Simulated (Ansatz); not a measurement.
Harmonic frequencies (cm⁻¹) at PBE0-D4/def2-TZVP from Ansatz: 83, 278, 307, 323, 365, 401, 444, 550, 558, 592, 664, 695, 880, 1103, 1173, 1434, 1625, 1879, 3639, 3657, 3741.

Each molecule was computed in one conformer, which needn't be the lowest.

Question: Which molecule is it?
A. `OC#C[CH2][GaH2]`
B. `O[Si]1(F)CO1`
C. `NB1[NH][SbH][S]1`
D. `C=[C](N)[GaH2]`

Answer: C.
